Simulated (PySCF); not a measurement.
C2H8BN. Atoms are numbered in the order given.

```xyz
12

B      0.0000     0.0000     0.0551
C      1.3807     0.0000    -0.7318
H      1.4486     0.8807    -1.3957
H      1.4486    -0.8807    -1.3957
H      2.2729     0.0000    -0.0832
C     -1.3807     0.0000    -0.7318
H     -1.4486     0.8807    -1.3957
H     -2.2729     0.0000    -0.0832
H     -1.4486    -0.8807    -1.3957
N      0.0000     0.0000     1.4599
H     -0.8478     0.0000     2.0179
H      0.8478     0.0000     2.0179
```
Charge 0, spin multiplicity 1.

Geometry: TPSSh-D3(BJ)/def2-SVP. The values are those of a single conformer.

All values below come from PySCF with PBE/pcSseg-1.

GIAO shieldings, no solvent; atoms alike by connectivity are averaged. δ = σ(ref) − σ: ¹¹B against BF3 (σ = 83.9 ppm); ¹³C against TMS (σ = 182.0 ppm); ¹H against TMS (σ = 31.49 ppm); ¹⁵N against NH3 (σ = 267.0 ppm), references at their B3LYP-D3(BJ)/def2-TZVP geometries, non-relativistic.

Computed chemical shifts:
```tsv
nucleus	atoms	count	δ (ppm)
¹¹B	B1	1	32.6
¹³C	C2, C6	2	8.2
¹H	H11, H12	2	3.97
¹H	H3, H4, H5, H7, H8, H9	6	0.59
¹⁵N	N10	1	118.5
```
